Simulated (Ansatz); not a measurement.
`[BH]1[NH][SnH2]1`, relaxed with RKS PBE0-D4/def2-TZVP in the Gaussian-basis code of Ansatz from a PBE-D4/def2-SVP geometry. The force threshold is 0.005 eV/Å; the program also tests the step.

The species carries charge 0 and has multiplicity 1. Sn: def2 effective core potential.

Start:

```xyz
7

B     0.681    0.904    0.639
N    -0.384    0.156    0.915
Sn    0.232   -0.435   -1.191
H     1.474    1.749    0.973
H    -1.053    0.000    1.671
H    -1.294   -0.205   -2.015
H     0.345   -2.169   -0.992
```

| step | energy (eV) | largest force (eV/Å) | largest move (Å) |
| --- | --- | --- | --- |
| 1 | -8060.4144 | 0.572 | 0.000 |
| 2 | -8060.4569 | 0.267 | 0.059 |
| 3 | -8060.4629 | 0.195 | 0.036 |
| 4 | -8060.4657 | 0.149 | 0.016 |
| 5 | -8060.4680 | 0.238 | 0.028 |
| 6 | -8060.4703 | 0.034 | 0.029 |
| 7 | -8060.4705 | 0.017 | 0.003 |
| 8 | -8060.4705 | 0.004 | 0.002 |

End:

```xyz
7

B     0.681    0.889    0.608
N    -0.387    0.147    0.896
Sn    0.165   -0.450   -1.120
H     1.437    1.721    0.989
H    -1.003    0.046    1.687
H    -1.263   -0.202   -2.042
H     0.370   -2.152   -1.018
```

It took 20 s on 2 threads of an Arm Neoverse V2 on a shared host, with 0.25 GiB of host memory at the peak.
